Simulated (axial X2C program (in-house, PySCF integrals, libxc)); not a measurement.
WCO⁺: properties at the nuclei

Calculated with an axial X2C code built on PySCF integrals: two-component X2C with atomic mean-field Coulomb and Gaunt terms, Gaussian nuclei, basis W dyall-v3z, C dyall-v3z, O dyall-av3z with contracted cores.

W–C–O held linear, with bonds 2.021 and 1.125 Å (near the PBE0 minimum at charge 1 of the determinant lowest at the starting distance; the state shown can have its own minimum elsewhere, held linear; other orders of the atoms were not compared).

Determinant lowest in the PBE0 search, Ω = 5/2 (⟨Sz⟩ = 2.47, ⟨Lz⟩ = 0.03 at PBE0), spin on the atoms W 2.36, C 0.01, O 0.10:

```tsv
level	Eeff magnitude (GV/cm)	Ws magnitude W (kHz)	A∥/gI W (MHz)	qzz W (a.u.)	A∥/gI C (MHz)	qzz C (a.u.)	A∥/gI O (MHz)	qzz O (a.u.)
PBE0	7.14	2.04	1840	-0.87	-18.4	-0.73	-6.52	-0.58
HF	4.27	0.636	1430	-3.42	-31	-0.97	-0.744	-0.70
LDA	10.1	3.29	2030	0.37	-14.5	-0.63	-9.86	-0.56
```

Determinant 1.08 eV from it at PBE0 and this distance, Ω = 1/2 (⟨Sz⟩ = 1.45, ⟨Lz⟩ = -0.95 at PBE0), spin on the atoms W 1.46, C -0.04, O 0.03:

```csv
level,Eeff magnitude (GV/cm),Ws magnitude W (kHz),A∥/gI W (MHz),qzz W (a.u.),A∥/gI C (MHz),qzz C (a.u.),A∥/gI O (MHz),qzz O (a.u.)
PBE0,10,19.6,11000,-7.81,-14.6,-0.69,121,-0.46
HF,27.2,59.7,10500,-11.59,-20.7,-0.96,108,-0.66
LDA,11.5,22.2,11600,-7.06,0.401,-0.59,113,-0.44
```

Eeff is the effective electric field on the electron electric dipole moment in this Ω state and Ws the scalar–pseudoscalar constant of the nucleus named (defined with the proton number Z and per Ω); A∥ (defined per Ω) follows by multiplying with gI = μI/(I μN); qzz is the electric field gradient, eQq0 = 234.96 MHz × Q/barn × qzz. The operators were transformed with the bare-nucleus X2C matrices; with these basis sets, hyperfine constants and field gradients can be off by tens of per cent, and where levels differ in sign neither size nor sign is settled.

Task: With gI(183W) = 0.2356, Q(17O) = -0.02558 barn (g factors from the IAEA table of nuclear moments by Stone; Q from Pyykkö, Mol. Phys. 2018), turn the PBE0 values of the first state into constants in MHz.

Result: A∥(183W) = 1840 × 0.2356 = 434 MHz; eQq0(17O) = 234.96 × (-0.02558) × (-0.58) = 3.49 MHz.

The molecule was held linear; bending was not examined, so a bent shape may lie lower.

Each state is one determinant with collinear spin, which with several unpaired electrons need not be a pure state. Unrestricted Hartree–Fock can overshoot spin polarisation at the nuclei. This is the top spin component of a Σ state; components of lower Ω are not single determinants and can lie lower. With several open shells hyperfine constants can be off by a factor of several. Where Eeff spreads by more than a factor of two the levels disagree and none is to be relied on. The search compared states at one distance, so a state with another bond length can lie lower. Where a field gradient or hyperfine factor spreads by more than a factor of two over the levels, a constant derived from it is not to be relied on. PBE0 term energies can be off by some tenths of an eV.
